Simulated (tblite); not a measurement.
Species: C₄H₇Al₂Cl₂F.
Atom-mapped SMILES: `[CH3:1][C:2]#[C:3][CH2:4][Al@H-:5]1[Cl+:6][Al@H-:7]([F:8])[Cl+:9]1` (hydrogens: H10, H11, H12 on C1; H13, H14 on C4; H15 on Al5; H16 on Al7)
Bond orders are those of one Lewis drawing.

Computed with GFN2-xTB (tblite), gas phase: L-BFGS steps from a force-field or distance-geometry start until the largest atomic force falls under 0.01 eV/Å.

At the end of the run (lengths in Å): Al7–F8 1.647, Cl6–Al7 2.182, Al7–H16 1.514, Al7–Cl9 2.189, Al5–H15 1.536, Al5–Cl9 2.203, C1–C2 1.449, C3–C4–Al5 86.8°, C4–Al5–Cl6 109.1°, Cl6–Al7–Cl9 91.0°, Al5–Cl6–Al7 89.2°, C3–C4–Al5–Cl6 83°, C4–Al5–Cl6–Al7 113°, Al5–Cl6–Al7–F8 123°, H13–C4–Al5–Cl6 -28°, H15–Al5–C4–C3 -42°.

Question: These geometries were met on the way; a selection of coordinates is given. Order them by energy above the end point, lowest first.
A. Al7–F8 1.649, Cl6–Al7 2.205, Al7–H16 1.515, Al7–Cl9 2.187, Al5–H15 1.539, Al5–Cl9 2.214, C1–C2 1.449, C3–C4–Al5 113.7°, C4–Al5–Cl6 117.9°, Cl6–Al7–Cl9 89.2°, Al5–Cl6–Al7 91.0°, C3–C4–Al5–Cl6 29°, C4–Al5–Cl6–Al7 119°, Al5–Cl6–Al7–F8 116°, H13–C4–Al5–Cl6 -99°, H15–Al5–C4–C3 -103°
B. Al7–F8 1.655, Cl6–Al7 2.259, Al7–H16 1.540, Al7–Cl9 2.249, Al5–H15 1.558, Al5–Cl9 2.243, C1–C2 1.451, C3–C4–Al5 112.4°, C4–Al5–Cl6 117.7°, Cl6–Al7–Cl9 84.5°, Al5–Cl6–Al7 84.7°, C3–C4–Al5–Cl6 19°, C4–Al5–Cl6–Al7 150°, Al5–Cl6–Al7–F8 75°, H13–C4–Al5–Cl6 -107°, H15–Al5–C4–C3 -115°
C. Al7–F8 1.776, Cl6–Al7 2.230, Al7–H16 1.580, Al7–Cl9 2.227, Al5–H15 1.593, Al5–Cl9 2.227, C1–C2 1.487, C3–C4–Al5 111.8°, C4–Al5–Cl6 118.2°, Cl6–Al7–Cl9 84.9°, Al5–Cl6–Al7 85.0°, C3–C4–Al5–Cl6 20°, C4–Al5–Cl6–Al7 149°, Al5–Cl6–Al7–F8 75°, H13–C4–Al5–Cl6 -107°, H15–Al5–C4–C3 -114°
D. Al7–F8 1.647, Cl6–Al7 2.190, Al7–H16 1.519, Al7–Cl9 2.197, Al5–H15 1.552, Al5–Cl9 2.201, C1–C2 1.447, C3–C4–Al5 115.8°, C4–Al5–Cl6 117.9°, Cl6–Al7–Cl9 91.3°, Al5–Cl6–Al7 88.1°, C3–C4–Al5–Cl6 19°, C4–Al5–Cl6–Al7 136°, Al5–Cl6–Al7–F8 107°, H13–C4–Al5–Cl6 -113°, H15–Al5–C4–C3 -105°
E. Al7–F8 1.650, Cl6–Al7 2.226, Al7–H16 1.500, Al7–Cl9 2.203, Al5–H15 1.550, Al5–Cl9 2.207, C1–C2 1.448, C3–C4–Al5 112.6°, C4–Al5–Cl6 120.7°, Cl6–Al7–Cl9 90.7°, Al5–Cl6–Al7 83.8°, C3–C4–Al5–Cl6 16°, C4–Al5–Cl6–Al7 148°, Al5–Cl6–Al7–F8 89°, H13–C4–Al5–Cl6 -114°, H15–Al5–C4–C3 -110°

Answer: A (0.105 eV), D (0.172 eV), E (0.278 eV), B (0.449 eV), C (0.730 eV).

```json
{"step": "49", "E above end (eV)": "0.105", "rms distance from the end, all atoms (Å)": "0.908", "largest force (eV/Å)": "0.116", "rms shift of all bonds from the end (Å)": "0.008"}
{"step": "30", "E above end (eV)": "0.172", "rms distance from the end, all atoms (Å)": "0.959", "largest force (eV/Å)": "0.477", "rms shift of all bonds from the end (Å)": "0.011"}
{"step": "16", "E above end (eV)": "0.278", "rms distance from the end, all atoms (Å)": "1.053", "largest force (eV/Å)": "0.225", "rms shift of all bonds from the end (Å)": "0.014"}
{"step": "3", "E above end (eV)": "0.449", "rms distance from the end, all atoms (Å)": "1.098", "largest force (eV/Å)": "0.561", "rms shift of all bonds from the end (Å)": "0.028"}
{"step": "0", "E above end (eV)": "0.730", "rms distance from the end, all atoms (Å)": "1.106", "largest force (eV/Å)": "2.097", "rms shift of all bonds from the end (Å)": "0.045"}
```

Rows stand in the order of the answer.
